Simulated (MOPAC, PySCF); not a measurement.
[Nb(NH2)5], neutral singlet in the gas phase. 

Z-matrix (Å, degrees):
```
Nb
N 1 1.9808
H 2 1.0188 1 125.15
H 2 1.0188 3 109.71 1 -179.96
N 1 2.0122 2 114.93 3 17.90
H 5 1.0169 1 124.52 2 109.87
H 5 1.0182 6 110.44 1 -163.94
N 1 2.0122 2 114.95 3 -162.10
H 8 1.0169 1 124.52 2 109.86
H 8 1.0182 9 110.44 1 -163.97
N 1 2.0273 2 100.67 3 -69.78
H 11 1.0190 1 128.81 2 162.20
H 11 1.0215 12 108.07 7 149.35
N 1 2.0274 2 100.67 3 110.20
H 14 1.0190 1 128.81 2 162.28
H 14 1.0214 15 108.07 10 149.36
```
Charge 0, spin multiplicity 1.

All levels are single points at this geometry (r2SCAN-D4/def2-SVP); Pople sets use spherical d functions. Orbital energies aren't observables, and empty levels follow the basis.

```tsv
level	HOMO (eV)	LUMO (eV)	gap (eV)	dipole (D)	vertical IE, Delta-SCF (eV)
TPSSh-D3(BJ)/def2-TZVP in PySCF	-5.70	-1.33	4.36	0.01	–
B3LYP/LANL2DZ in PySCF	-5.84	-0.90	4.94	0.30	–
M06-2X/6-31G* (LANL2DZ on Nb) in PySCF	-7.32	0.18	7.50	0.23	–
PBE/6-31G* (LANL2DZ on Nb) in PySCF	-4.67	-1.38	3.29	0.21	–
PM6 in MOPAC	-7.54	1.77	9.31	0.39	–
PM7 in MOPAC	-7.86	2.32	10.18	0.60	–
```
